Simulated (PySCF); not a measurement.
## Dipole response of Be (beryllium, neutral)

[He] 2s2, closed-shell 1S. All numbers are calculated (PySCF 2.14, the non-relativistic Hamiltonian (point nucleus), in aug-cc-pCVQZ). Coupled (time-dependent) response in atomic units; α is the mean over directions.

```json
{"method": "UHF", "mean α (bohr³)": "45.60", "C₆ (like pair)": "282.6", "S(−4)": "1429"}
{"method": "PBE", "mean α (bohr³)": "42.88", "C₆ (like pair)": "257.1", "S(−4)": "1275"}
{"method": "PBE0", "mean α (bohr³)": "42.96", "C₆ (like pair)": "258.1", "S(−4)": "1275"}
{"method": "LC-wPBE", "mean α (bohr³)": "42.84", "C₆ (like pair)": "256.7", "S(−4)": "1270"}
{"method": "TPSSh", "mean α (bohr³)": "43.13", "C₆ (like pair)": "265.9", "S(−4)": "1224"}
```

S(−4) is the Cauchy moment in α(ω) = α(0) + S(−4) ω² + …

Reference α: 37.74 ± 0.03 bohr³ (recommended; Schwerdtfeger and Nagle, table of static dipole polarizabilities (2023 update)). Published C₆: 227.0 (Chu and Dalgarno (2004); Tang, Norbeck and Certain (1976)).

Hartree-Fock lies above the reference because it lacks correlation, which contracts the outer shell.

α(iu) at TPSSh:

```json
{"u (hartree)": "0", "α(iu) (bohr³)": "43.13"}
{"u (hartree)": "0.0500", "α(iu) (bohr³)": "40.28"}
{"u (hartree)": "0.100", "α(iu) (bohr³)": "33.64"}
{"u (hartree)": "0.200", "α(iu) (bohr³)": "20.40"}
{"u (hartree)": "0.300", "α(iu) (bohr³)": "12.46"}
{"u (hartree)": "0.500", "α(iu) (bohr³)": "5.705"}
{"u (hartree)": "0.750", "α(iu) (bohr³)": "2.866"}
{"u (hartree)": "1.00", "α(iu) (bohr³)": "1.730"}
{"u (hartree)": "1.50", "α(iu) (bohr³)": "0.8446"}
{"u (hartree)": "2.00", "α(iu) (bohr³)": "0.5103"}
{"u (hartree)": "3.00", "α(iu) (bohr³)": "0.2547"}
{"u (hartree)": "5.00", "α(iu) (bohr³)": "0.1082"}
```

A single London oscillator, α(iu) = α/(1 + u²/ω²), gives C₆ = (3/4) ω α². Matching the computed C₆ needs ω = 4 × 265.9 / (3 × 43.13²) = 0.191 hartree.
